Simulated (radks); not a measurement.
Problem. Species: B. Configuration: [He] 2s2 2p1 (the NIST ground configuration). Calculated with a radial shooting solver on a logarithmic mesh with Libxc functionals: scalar-relativistic Kohn-Sham, PBE, spin-unpolarised, spherical densities, point nucleus. Some entries of the table are withheld. Estimate them.

orbital  occ.  eigenvalue (eV)  <1/r> (bohr^-1)
1s          2        -180.5901              (1)
2s          2          -9.4431           0.7356
2p          1          -3.6068              (2)

Solution. 
(1) 1s <1/r> (bohr^-1): 4.655
(2) 2p <1/r> (bohr^-1): 0.5956
